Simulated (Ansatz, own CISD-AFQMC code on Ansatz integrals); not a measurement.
CH6OSi, SMILES `OC[SiH3]` (H–O–C–Si torsion 61°) (charge 0, multiplicity 1).

Cartesian coordinates (Å):
```xyz
9

O     -1.4838     0.9430     0.1645
C     -0.8097    -0.3206     0.0706
Si     1.0434    -0.1198    -0.2772
H     -1.0972     1.4460     0.8894
H     -0.9769    -0.9289     0.9688
H     -1.2860    -0.8525    -0.7554
H      1.7232    -1.4392    -0.2620
H      1.2602     0.5361    -1.5867
H      1.6268     0.7359     0.7881
```
Charge 0, spin multiplicity 1.

Frozen-core energies in cc-pVDZ from Ansatz (a program for electronic structure) at a geometry from B3LYP-D3(BJ)/def2-TZVP; the HF reference has <S^2> = 0.00 and the T1 diagnostic is 0.010.

```json
[
 {"level": "HF", "energy (Ha)": "-405.13489"},
 {"level": "MP2", "energy (Ha)": "-405.57328"},
 {"level": "CCSD", "energy (Ha)": "-405.61750"}
]
```

Estimate the energies of CCSD(T), CCSDT, phaseless AFQMC, CISD trial (own CISD-AFQMC code on Ansatz integrals; ±0.35 mHa) and CCSDT(Q), and give each level's difference from CCSDT(Q).


| level | energy (Ha) | difference from CCSDT(Q) (mHa) |
|---|---|---|
| MP2 | -405.57328 | 57.60 |
| CCSD | -405.61750 | 13.38 |
| CCSD(T) | -405.62903 | 1.85 |
| CCSDT | -405.62995 | 0.93 |
| phaseless AFQMC, CISD trial (own CISD-AFQMC code on Ansatz integrals; ±0.35 mHa) | -405.63026 | 0.63 |
| CCSDT(Q) | -405.63088 | 0.00 |
